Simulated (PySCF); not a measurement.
Simulated characterisation data

No relativistic terms, one conformer, rapidly exchanging positions averaged, gas phase. Shieldings: GIAO PBE0/pcSseg-1; geometry: GFN2-xTB; PySCF 2.14.

Chemical shifts δ = σref − σ; ¹H (31.72 ppm), ¹³C (186.93 ppm) against TMS, all at this level. Splittings of carbon signals by F and P are missing where no couplings were computed. Where no couplings were computed, multiplicities follow the n + 1 count of equivalent neighbours, and m marks all less simple cases (inequivalent or close neighbours, rings, F or P nearby). Shifts are as computed. Against solution values, carbons near 30 ppm lie about +3 ppm off and those near 130 ppm about +5 ppm (rms about the fit 2.1 ppm; single classes can miss by 10 ppm). Of 1328 compounds with measured shifts, 309 miss one by over three times the rms of a fit or turn the order of signals round; such compounds aren't used in these exercises. Signals without a measured value on file couldn't be tested in this way; 1H shifts scatter by 0.2 ppm about their fit, and single ones miss by 0.5 ppm.

Compound 1 (C5H8FN). ¹H NMR (500 MHz, computed): δ 7.67 (d, 1H), 6.99 (d, 1H), 5.16 (m, 2H), 4.35 (m, 1H), 4.34 (m, 1H), 2.67 (m, 2H). ¹³C{¹H} NMR (computed): δ 163.7 (C), 150.6 (CH2), 98.8 (CH2), 87.9 (CH2), 43.1 (CH2). Structure: SMILES N(=C)C(=C)CCF.

Compound 2 (C8H12). ¹H NMR (500 MHz, computed): δ 6.41 (m, 1H), 6.40 (m, 1H), 5.24 (m, 1H), 5.20 (m, 1H), 2.00 (d, 3H), 1.44 (m, 1H), 0.62 (m, 2H), 0.32 (m, 2H). ¹³C{¹H} NMR (computed): δ 155.8 (C), 140.7 (CH), 135.1 (CH), 121.5 (CH2), 22.7 (CH3), 16.5 (CH), 6.7 (CH2). Structure: `C=C(/C=C/C)C1CC1`.

Compound 3 (C8H12). ¹H NMR (500 MHz, computed): δ 6.36 (m, 1H), 5.72 (d, 1H), 2.49 (q, 2H), 2.17 (m, 2H), 1.23 (t, 3H), 1.06 (t, 3H). ¹³C{¹H} NMR (computed): δ 155.3, 116.5, 100.0, 86.2, 32.9, 17.2, 17.1, 16.5. Structure: SMILES CCC#C/C=C/CC.
